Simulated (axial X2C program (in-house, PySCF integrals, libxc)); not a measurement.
**MgTe⁺: from the spin-free to the two-component result**

All values were computed with an in-house all-electron X2C program for linear molecules (integrals from PySCF). Spin-free means the one-electron spin-free X2C Hamiltonian; two-component (2c) means X2C with spin–orbit coupling and atomic mean-field two-electron Coulomb and Gaunt terms, so the difference of the two also holds small scalar two-electron terms. Basis: Te dyall-cv3z [11s12p8d4f1g], Mg dyall-cv3z [9s8p6d3f] (cores contracted in-house); Gaussian nuclei, density fitting, unrestricted open shells. Masses: Te 129.906 u, Mg 23.985 u.

Spin-free state: M_S = 1/2, Λ = 1 (beyond evenly filled blocks: π+α, π+β, π-α); fragments Te + Mg+.

```csv
level,Re (Å),ωe (cm⁻¹),De (eV),μ (D)
BHandHLYP,2.564,326.0,1.662,10.76
```

Dipoles are positive if Mg is the positive end and refer to the centre of mass.

Within this multiplet, which Ω should lie lowest by the rule for regular and inverted multiplets?

The open π shell holds three electrons, one hole, so the multiplet is inverted: Ω = Λ + 1/2 = 3/2. The PBE0 2c search agrees.

Two-component determinant lowest at the distance of the search:

Ω = 3/2 (⟨Sz⟩ = 0.51, ⟨Lz⟩ = 0.99 at BHandHLYP); fragments Te + Mg+.

| level | Re (Å) | ωe (cm⁻¹) | De (eV) | μ (D) |
| --- | --- | --- | --- | --- |
| BHandHLYP | 2.581 | 311.9 | 1.589 | 10.52 |

From the two tables, how do the constants change at the BHandHLYP level (2c against spin-free)?

At the BHandHLYP level Re increases by 0.017 Å and ωe falls by 14.1 cm⁻¹; De changes by -0.073 eV.

The state is a single determinant with fixed occupations, the lowest that a limited PBE0 search found. Dissociation energies refer to the lowest single-determinant-based atoms at the same level and basis. Density functionals use the spin component along the axis (collinear). The functionals have no current-density term, which raises determinants with orbital currents, atoms included. The determinant is spin-polarised beyond a pure state at some levels (its spin-free form has ⟨S²⟩ too high), which makes Re and μ there less reliable. The stretched end of a curve changes character and is left out.
